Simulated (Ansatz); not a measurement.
Cartesian coordinates in Å:
```
B 0.568 -0.598 0.524
C -0.477 0.013 -0.461
N -0.715 1.235 -0.627
F -1.067 -0.842 -1.309
H 1.280 -1.480 0.158
H 0.684 -0.112 1.606
H -0.272 1.783 0.108
```

The species carries charge 0 and has multiplicity 1.

Problem. List the ωB97M-V/def2-TZVPP orbital energies in eV (Ansatz 0.2.0). (An estimate is asked.)

Solution. Computed: Occupied: -678.11, -395.07, -284.68, -189.04, -37.33, -28.73, -20.76, -18.91, -16.96, -16.27, -15.35, -13.85, -13.02, -11.72, -10.96. Lowest empty: -0.84, 2.19, 2.56, 3.07, 3.40, 4.41, 4.87, 5.23.
